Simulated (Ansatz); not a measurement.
Reaction (cleavage of the B–Al bond): `[BH2][Al]([SiH3])[O][SiH3]` + `C=C(N)O` → `BOC(=C)N` + `[SiH3][O][AlH][SiH3]`

Program: Ansatz. Geometries: PBE0-D4/def2-TZVP. ΔE: electronic, gas phase. CCSD(T)/CBS is the MP2 limit (def2-TZVPP, def2-QZVPP) plus CCSD(T) − MP2 in def2-TZVPP, frozen cores. DFT in def2-TZVPP. B3LYP here is the variant with VWN-RPA as its local correlation; programs differ in this. Each species was taken in one conformer, which may not be the lowest.

```json
{"level": "PBE-D4", "ΔE (kJ/mol)": "-152.6", "difference from CCSD(T)/CBS": "2.6"}
{"level": "PBE0-D4", "ΔE (kJ/mol)": "-149.5", "difference from CCSD(T)/CBS": "5.7"}
{"level": "B3LYP-D4", "ΔE (kJ/mol)": "-161.7", "difference from CCSD(T)/CBS": "-6.5"}
{"level": "ωB97X-V", "ΔE (kJ/mol)": "-152.5", "difference from CCSD(T)/CBS": "2.7"}
{"level": "ωB97M-V", "ΔE (kJ/mol)": "-158.1", "difference from CCSD(T)/CBS": "-2.9"}
{"level": "B2PLYP", "ΔE (kJ/mol)": "-161.2", "difference from CCSD(T)/CBS": "-6.0"}
{"level": "PBE", "ΔE (kJ/mol)": "-151.3", "difference from CCSD(T)/CBS": "3.9"}
{"level": "r2SCAN", "ΔE (kJ/mol)": "-156.5", "difference from CCSD(T)/CBS": "-1.3"}
{"level": "PBE0", "ΔE (kJ/mol)": "-148.6", "difference from CCSD(T)/CBS": "6.6"}
{"level": "B3LYP", "ΔE (kJ/mol)": "-159.6", "difference from CCSD(T)/CBS": "-4.4"}
{"level": "MP2/def2-TZVPP", "ΔE (kJ/mol)": "-161.5", "difference from CCSD(T)/CBS": "-6.3"}
{"level": "SCS-MP2/def2-TZVPP", "ΔE (kJ/mol)": "-160.3", "difference from CCSD(T)/CBS": "-5.1"}
{"level": "CCSD/def2-TZVPP", "ΔE (kJ/mol)": "-153.9", "difference from CCSD(T)/CBS": "1.3"}
{"level": "CCSD(T)/def2-TZVPP", "ΔE (kJ/mol)": "-156.4", "difference from CCSD(T)/CBS": "-1.2"}
{"level": "HF/def2-QZVPP", "ΔE (kJ/mol)": "-154.8", "difference from CCSD(T)/CBS": "0.4"}
{"level": "HF/CBS(def2)", "ΔE (kJ/mol)": "-154.9", "difference from CCSD(T)/CBS": "0.3"}
{"level": "CCSD(T)/CBS", "ΔE (kJ/mol)": "-155.2", "difference from CCSD(T)/CBS": "0"}
```

Largest T1 diagnostic among the species: 0.014.
